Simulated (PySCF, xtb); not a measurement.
C3H7BN2, SMILES C=C1CNB1N. One conformer was computed; it need not be the lowest.

Harmonic wavenumbers (cm⁻¹) from GFN2-xTB run with xtb at its own minimum, in rising order: 145, 216, 227, 379, 389, 451, 476, 566, 614, 690, 713, 839, 906, 919, 990, 1052, 1103, 1106, 1186, 1213, 1286, 1420, 1466, 1489, 1547, 1756, 2864, 2902, 3054, 3091, 3476, 3513, 3559.

Q: What does PySCF with PBE-D3(BJ)/def2-SVP give at its own minimum? (Estimate from the structure and the level; the computed values follow.)

A: 150, 216, 233, 283, 387, 439, 477, 594, 609, 690, 709, 836, 859, 885, 987, 1001, 1093, 1109, 1154, 1211, 1279, 1383, 1422, 1470, 1570, 1719, 2906, 2950, 3045, 3135, 3542, 3568, 3646. Paired by order, the mean absolute difference is 26 cm⁻¹ and the zero-point energies are 65.2 and 65.1 kcal/mol.
